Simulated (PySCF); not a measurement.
Compound: C3H3ClF2O.
SMILES with atom numbers: `[CH3:1][C:2]([F:3])([F:4])[C:5](=[O:6])[Cl:7]` (hydrogens: H8, H9, H10 on C1)

The closed-shell SCF was solved with PySCF and density fitting under several settings on one GFN2-xTB geometry (grid level 2 and gas phase unless stated).

| settings | basis functions | SCF cycles | E (Eh) | HOMO (eV) | LUMO (eV) | dipole (D) |
| --- | --- | --- | --- | --- | --- | --- |
| PBE0/pcSseg-1 | 141 | 14 | -850.6278 | -9.05 | -1.85 | 2.57 |
| CAM-B3LYP/def2-SVPD | 180 | 14 | -850.7114 | -10.57 | -0.82 | 2.68 |
| BLYP/pcSseg-0 | 73 | 15 | -849.7445 | -7.22 | -2.79 | 2.40 |

Estimate the row for these settings: OPBE/6-311+G(2d,p), fitting basis def2-universal-jkfit.

```tsv
settings	basis functions	SCF cycles	E (Eh)	HOMO (eV)	LUMO (eV)	dipole (D)
OPBE/6-311+G(2d,p), fitting basis def2-universal-jkfit	215	12	-851.1625	-7.39	-2.87	2.47
```

Over all rows, what range does the HOMO–LUMO gap span?

From 4.43 eV (BLYP/pcSseg-0) to 9.75 eV (CAM-B3LYP/def2-SVPD). The functional of the narrowest has no exact exchange, that of the widest range-separated exact exchange.

Cycle counts include a coarse-grid stage where the run had one. All basis functions are spherical, in the Pople sets too.

Conformer computed: `[CH3:1][C:2]([F:3])([F:4])[C:5](=[O:6])[Cl:7]`: C1–C2–C5–O6 -97°.

One conformer stands for the species.
